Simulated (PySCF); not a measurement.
Compound: C₇H₁₁FGeSi.
Bonds: F1–Si2, Si2–C3, C3–Ge4, Ge4–C5, C5–C6 (aromatic), C6–C7 (aromatic), C7–C8 (aromatic), C8–C9 (aromatic), C9–C10 (aromatic), C5–C10 (aromatic). Hydrogens: H11, H12 on Si2; H13, H14 on C3; H15, H16 on Ge4; H17 on C6; H18 on C7; H19 on C8; H20 on C9; H21 on C10.

Computed by this run: PBE0-D3(BJ)/def2-SVP geometry optimisation, gas phase (PySCF 2.14.0); density fitting, grid level 1; the optimiser is geomeTRIC in internal coordinates, started from a GFN2-xTB structure with every atom displaced at random (about 0.01 Å).

Step 6: E = -74514.4306 eV
```
atom  x, y, z in Å  |  force x, y, z in eV/Å
F1      3.7240    0.5475    2.2387    0.003  -0.011  -0.007
Si2     2.5243   -0.1267    1.3624   -0.005   0.005  -0.028
C3      2.4501    0.6620   -0.3217    0.002  -0.001   0.035
Ge4     1.0662   -0.1040   -1.4893    0.007  -0.022   0.000
C5     -0.6251   -0.1330   -0.5265    0.028   0.002  -0.011
C6     -1.4077    1.0241   -0.4131   -0.008  -0.023   0.011
C7     -2.5742    1.0231    0.3501   -0.013   0.018   0.001
C8     -2.9752   -0.1370    1.0121    0.029   0.005  -0.021
C9     -2.2078   -1.2954    0.9031   -0.018  -0.043   0.021
C10    -1.0419   -1.2944    0.1383   -0.019   0.037  -0.009
H11     2.8258   -1.5838    1.2469   -0.008   0.002   0.004
H12     1.2590    0.0846    2.1166    0.000   0.011   0.007
H13     3.4249    0.5669   -0.8284    0.004   0.006   0.016
H14     2.2379    1.7380   -0.2043    0.000  -0.001  -0.018
H15     1.4507   -1.5515   -1.8547    0.006   0.005  -0.005
H16     0.9509    0.7520   -2.7655   -0.005   0.005   0.004
H17    -1.1081    1.9428   -0.9270    0.001  -0.004   0.002
H18    -3.1742    1.9330    0.4290   -0.002   0.004  -0.002
H19    -3.8885   -0.1380    1.6121    0.003  -0.003  -0.003
H20    -2.5199   -2.2080    1.4169   -0.002  -0.004   0.002
H21    -0.4516   -2.2129    0.0613   -0.005   0.011   0.002
```

Step 7: E = -74514.4333 eV
```
atom  x, y, z in Å  |  force x, y, z in eV/Å
F1      3.7266    0.5048    2.2369    0.070   0.010   0.010
Si2     2.4870   -0.0972    1.3681   -0.094  -0.053  -0.119
C3      2.4557    0.6647   -0.3322    0.034   0.013   0.086
Ge4     1.0710   -0.1004   -1.4976   -0.007  -0.033   0.006
C5     -0.6179   -0.1352   -0.5296    0.022   0.001  -0.006
C6     -1.3996    1.0207   -0.3983   -0.004   0.048  -0.025
C7     -2.5636    1.0176    0.3690    0.040  -0.058  -0.006
C8     -2.9596   -0.1505    1.0199    0.001   0.017  -0.005
C9     -2.1933   -1.3083    0.8954   -0.039  -0.060   0.033
C10    -1.0315   -1.3035    0.1247   -0.026   0.054  -0.005
H11     2.6893   -1.5730    1.2655    0.003   0.010   0.022
H12     1.2391    0.2047    2.1196   -0.003   0.017   0.010
H13     3.4320    0.5295   -0.8274    0.002   0.021   0.028
H14     2.2726    1.7485   -0.2388    0.004  -0.010  -0.032
H15     1.4601   -1.5488   -1.8553   -0.001   0.010  -0.010
H16     0.9550    0.7490   -2.7778   -0.009   0.011   0.006
H17    -1.1020    1.9443   -0.9042    0.013   0.000  -0.004
H18    -3.1623    1.9273    0.4594    0.005  -0.001  -0.003
H19    -3.8704   -0.1575    1.6236    0.002  -0.012   0.004
H20    -2.5057   -2.2250    1.4017    0.000  -0.004   0.004
H21    -0.4429   -2.2222    0.0344   -0.013   0.019   0.007
```

Q: Estimate the geometry and energy of step 8. (The exact step hangs on the optimiser's Hessian estimate; all steps are aligned on step 7, rigid shifts and turns removed.)

A: E = -74514.4381 eV, largest force 0.251 eV/Å
```
atom  x, y, z in Å  |  force x, y, z in eV/Å
F1      3.7373    0.4311    2.2255    0.119   0.048   0.024
Si2     2.4410   -0.0577    1.3726   -0.169  -0.091  -0.162
C3      2.4686    0.6670   -0.3448    0.051   0.022   0.097
Ge4     1.0782   -0.0937   -1.5056   -0.009  -0.038   0.006
C5     -0.6082   -0.1327   -0.5322    0.024  -0.006   0.004
C6     -1.3899    1.0204   -0.3813   -0.035  -0.001  -0.002
C7     -2.5507    0.9997    0.3909   -0.030   0.052   0.006
C8     -2.9490   -0.1738    1.0309    0.110   0.016  -0.076
C9     -2.1785   -1.3263    0.8864   -0.066  -0.087   0.053
C10    -1.0205   -1.3083    0.1098   -0.007   0.020   0.003
H11     2.4975   -1.5478    1.2923    0.009   0.010   0.032
H12     1.2327    0.3767    2.1240   -0.001   0.019   0.010
H13     3.4444    0.4748   -0.8220    0.006   0.030   0.034
H14     2.3305    1.7597   -0.2854    0.001  -0.020  -0.035
H15     1.4698   -1.5434   -1.8554   -0.007   0.010  -0.014
H16     0.9606    0.7487   -2.7901   -0.014   0.016   0.008
H17    -1.0979    1.9521   -0.8757    0.008  -0.004   0.006
H18    -3.1506    1.9071    0.4940    0.001   0.014  -0.002
H19    -3.8582   -0.1887    1.6370    0.015  -0.008  -0.004
H20    -2.4864   -2.2506    1.3815    0.011  -0.016   0.000
H21    -0.4312   -2.2248    0.0046   -0.016   0.012   0.011
```

The energy changes by -0.0048 eV. The first-order estimate −F·Δx gives -0.0048 eV and the mean of the old and new forces, exact on a quadratic surface, -0.0031 eV. The step makes an angle of 86° with the force vector and moves no atom by more than 0.195 Å.

The cost below is that of the whole optimisation. Time: 8.4 min of wall time; peak memory 1.0 GiB. Hardware: one thread, Intel Xeon Platinum 8488C (x86_64), no GPU, shared host with 96 logical CPUs at a one-minute load of 36.
